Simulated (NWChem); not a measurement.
# SiH2SCl2; SMILES S[SiH](Cl)Cl

```xyz
6

Si     0.0140     0.0306     0.4745
S      0.5910    -1.8445    -0.3409
Cl     1.2130     1.5588    -0.2054
Cl    -1.9157     0.3281    -0.1516
H      0.0612     0.0700     1.9541
H      1.8398    -1.7818     0.1764
```
Atoms are numbered in this order, from 1.

Program: NWChem. Pople sets run with spherical d functions. All runs use the structure optimised with PBE0/def2-SVP. GIAO values for the isolated, static molecule; σ is the absolute isotropic shielding, δ = σ(reference) − σ with the isolated reference molecule computed at the same levels (1H: tetramethylsilane, 29Si: tetramethylsilane).

Problem. Predict the results for B3LYP/6-311G**. Quantities: δ Si1 (ppm); σ S2 (ppm); σ Cl3 (ppm); σ Cl4 (ppm); δ H5 (ppm); δ H6 (ppm).

Solution. 
- δ Si1 (ppm) = 31.7
- σ S2 (ppm) = 603.7
- σ Cl3 (ppm) = 777.2
- σ Cl4 (ppm) = 837.4
- δ H5 (ppm) = 6.29
- δ H6 (ppm) = 1.24
